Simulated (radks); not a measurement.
Species: the barium ion Ba35+. Configuration: [Ar] 3d3 (the NIST ground configuration). Calculated with a radial shooting solver on a logarithmic mesh with Libxc functionals: Dirac Kohn-Sham, PBE, spin-unpolarised, spherical densities, point nucleus; open shells are shared between the two j in proportion to 2j + 1.

Normalised radial functions P(r) = r R(r) (large component), r in bohr:

r	2p3/2	3p1/2
0.003006	0.0392	0.0421
0.003731	0.0586	0.0572
0.00463	0.0872	0.0780
0.005793	0.1309	0.1080
0.00719	0.1922	0.1482
0.008923	0.2797	0.2031
0.01116	0.4078	0.2800
0.01385	0.5782	0.3783
0.0172	0.8057	0.5039
0.02151	1.1110	0.6641
0.0267	1.4742	0.8423
0.0334	1.9097	1.0349
0.04146	2.3527	1.1959
0.05145	2.7588	1.2819
0.06437	3.0522	1.2199
0.07989	3.1185	0.9434
0.09915	2.9078	0.4136
0.124	2.4022	-0.3674
0.154	1.7371	-1.2005
0.1911	1.0619	-1.8785
0.239	0.5126	-2.1680
0.2967	0.1959	-1.9500
0.3712	0.0518	-1.3555
0.4606	0.0096	-0.7269
0.5717	0.0011	-0.2847
0.7153	0.0001	-0.0718
0.8877	0.0000	-0.0118

2p3/2: eigenvalue -6889.3 eV, 0 radial nodes, <r> = 0.0971 bohr, 90 % of the charge inside 0.157 bohr. 3p1/2: eigenvalue -2593.4 eV, 1 radial node at r = 0.112 bohr, <r> = 0.261 bohr, 90 % of the charge inside 0.388 bohr.
